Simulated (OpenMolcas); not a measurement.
# Tm II: effect of the IPEA shift

| Property | Result |
| --- | --- |
| Program | OpenMolcas |
| Basis | ANO-RCC-VTZP [8s7p5d3f2g1h] |
| Scalar Hamiltonian | DKH2, point nucleus |
| Active space | 14 electrons in 8 orbitals (4f 6s) |
| State averaging | 2S+1 = 3 odd, 7 roots; 2S+1 = 1 odd, 7 roots kept (CI in the orbitals of an earlier block) |
| Spin-orbit coupling | RASSI with atomic mean-field integrals over the reference wave functions, term energies averaged over their components |

Methods on the same reference wave functions:
A. CASSCF
B. SS-CASPT2, IPEA 0 Eh, imaginary shift 0.1 Eh (closed shells correlated: 5s 5p)
C. SS-CASPT2, IPEA 0.25 Eh, imaginary shift 0.1 Eh (closed shells correlated: 5s 5p)

Energies in cm⁻¹ above 4f¹³ 6s ³F°₄, the measured ground level; measured values from NIST Handbook of Basic Atomic Spectroscopic Data.

```tsv
Level	A	B	C	Measured
4f¹³ 6s ³F°₄	0.0	0.0	0.0	0.0
4f¹³ 6s ¹F°₃ [54 %]	319	174	178	
4f¹³ 6s ³F°₂	8853	8850	8850	8770
4f¹³ 6s ³F°₃ [54 %]	9109	8990	8990
```

Between B and C no level of the table moves by more than 5 cm-1.

The lowest spin-free term lies below A's lowest term by 1.295 hartree in B, 1.291 hartree in C.

CASPT2 breaks the degeneracy within a term, and the mean is taken; among the terms shown or strongly mixed into the levels shown the widest spread is 80 cm-1 (4f¹³ 6s ³F°, C). Terms from blocks run as CI alone lack orbitals of their own. Without dynamic correlation excited terms often stand tens of per cent too high (terms of higher spin than the ground term too low), and those without a measured partner can miss by more than the paired ones (holds for A). Levels of configurations outside the active space are missing.

A share in square brackets marks a mixed level and gives the weight of the term that names it, the lowest over the columns. ° marks odd parity.
